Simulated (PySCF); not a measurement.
SMILES [Ge]([O][SiH3])([O][SiH3])([F])[O][SiH3] (H9FGeO3Si3) at its GFN2-xTB optimised geometry (Å):

```
17

F     -2.5145    -0.6681    -3.5505
Ge    -0.9208    -1.0579    -3.0271
O     -0.9836    -1.0264    -1.3406
Si    -0.4452    -0.2594     0.0000
O     -0.5418    -2.5919    -3.5960
Si    -0.8656    -4.1646    -3.2420
O      0.1242     0.0852    -3.6872
Si     0.4933     1.6769    -3.5439
H     -1.0208    -1.1110     1.0369
H     -0.9619     1.1110     0.0000
H      1.0208    -0.2594     0.0000
H     -2.2927    -4.4161    -3.4451
H      0.0036    -4.8060    -4.2248
H     -0.4812    -4.4390    -1.8550
H      1.4648     1.7991    -4.6268
H      1.0625     1.9038    -2.2098
H     -0.7136     2.4841    -3.7286
```

Level of theory: B3LYP/def2-SVP run with PySCF.

Map of the electrostatic potential (hartree/e), clipped to [-0.08, 0.12] on the plane z = 1.0 Å:

```
|                           |
|                           |
|                           |
|                           |
|             .....         |
|          .........        |
|        ............       |
|       ...::::::....       |
|      ..::-----::...       |
|     ..::=++*++=-:...      |
|    ...:=*%@@@#+-:...      |
|    ..:=*@@@@@@#=:...      |
|   ..:-+@@@@@@@@+-:..      |
|   ..:-*@@@@@@@@*-:..      |
|    .:-*@@@@@@@@*-:..      |
|    ..-*@@@@@@@@+-:..      |
|     .-@@@@@@@@#=:..       |
|     .-@@@@@@@%+-:..       |
|      -@@@@@%*+-:..        |
|      .+@@@%=--::..        |
|       :-+=-:::....        |
|        ..........         |
|              ...          |
|                           |
|                           |
|                           |
|                           |
```
Scale: ten equal steps from -0.003 (start of ' ') to 0.120 (end of '@'), in the order ' .:-=+*#%@'; x runs from -3.50 to 3.50, y from -3.50 (bottom) to 3.50 (top).
